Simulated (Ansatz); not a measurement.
```xyz
5

C    -0.0008   -0.0538   -0.5842
N    -0.0025   -0.0770    0.6895
H     0.0057    0.8886    1.0650
H     0.0093   -0.9926   -1.1369
H    -0.0026    0.8638   -1.1980
```

Basis set: def2-TZVP (spherical functions). Left uncorrelated: 2 orbitals. Charge 0, multiplicity 1.

Computed with Ansatz (development build ahead of 0.2.0); each method stands on the lowest determinant of its kind that the runs found. Restricted open shells among the atoms or ions are ROHF, correlated in semicanonical orbitals with singles.

The atomization energy at this shape (free ground-state atoms in the same class of orbitals less the molecule, no zero-point energy) of singlet CH₃N:

| method | atomization energy |
| --- | --- |
| RHF-MP2 | 424.42 kcal/mol |

What does RHF give?

302.73 kcal/mol.
